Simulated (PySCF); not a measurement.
C₃H₉ClOSi₂.
SMILES: `C[C@H]1[SiH2][Si@@H](Cl)OC1`

Method: TDDFT CAM-B3LYP/def2-SVPD, vertical, gas phase, core orbitals frozen in the response in PySCF. Isolated species at its GFN2-xTB geometry (one conformer only).

Each state is given a Gaussian of 0.5 eV full width at half maximum, with ε(max) = 2.175×10⁸ f / Δν̃ (Δν̃ the width in cm⁻¹). The width is an assumption, not a result. The curve ends short of the highest state used, and states not computed would add to its high-energy end.

λ (nm), ε (L mol⁻¹ cm⁻¹) and a bar:
```
    170.6      11725 ##############################
    172.0      10722 ###########################
    173.3       9420 ########################
    174.6       7962 ####################
    175.9       6531 #################
    177.2       5264 #############
    178.5       4244 ###########
    179.8       3504 #########
    181.1       3028 ########
    182.4       2771 #######
    183.7       2671 #######
    185.1       2660 #######
    186.4       2676 #######
    187.7       2673 #######
    189.0       2625 #######
    190.3       2527 ######
    191.6       2385 ######
    192.9       2215 ######
    194.2       2031 #####
    195.5       1848 #####
    196.8       1672 ####
    198.2       1494 ####
    199.5       1338 ###
    200.8       1189 ###
    202.1       1046 ###
    203.4        907 ##
    204.7        772 ##
    206.0        645 ##
    207.3        528 #
    208.6        422 #
    209.9        330 #
    211.3        246 #
    212.6        183 
    213.9        133 
    215.2         95 
    216.5         66 
    217.8         45 
    219.1         30 
    220.4         20 
    221.7         13 
    223.0          8 
    224.4          5 
    225.7          3 
    227.0          2
```

(1) Locate the maxima and give the states behind the curve.

(2) On this curve, what absorbance would a 10⁻⁴ mol/L sample give at 193 nm over a 1 cm path?

(3) Coming from long wavelengths, where does ε first pass 100 L mol⁻¹ cm⁻¹?

Answers

(1) 187 nm (6.63 eV), ε about 2700, made up of S2 (87%) (hardly more than a shoulder) (ε in L mol⁻¹ cm⁻¹; maxima over ε = 5, shares over 10%). At its high-energy end, 7.27 eV, the curve is still rising (ε about 12000, from S3 and S4). The states used: S1 6.21 eV (f 0.017); S2 6.60 eV (f 0.043); S3 7.11 eV (f 0.045); S4 7.33 eV (f 0.172); S5 7.48 eV (f 0.017); S6 7.51 eV (f 0.012); S7 7.63 eV (f 0.0091); S8 7.87 eV (f 0.028).

(2) 193 nm is 6.424 eV, where ε is about 2200 L mol⁻¹ cm⁻¹, so A = ε c l ≈ 0.22 (Beer–Lambert, with the gas-phase spectrum and the assumed width).

(3) At about 215 nm (5.77 eV), 0.45 eV below S1.

Without π bonds the low states are Rydberg-like; a valence basis with one diffuse set may place them up to an eV too high.
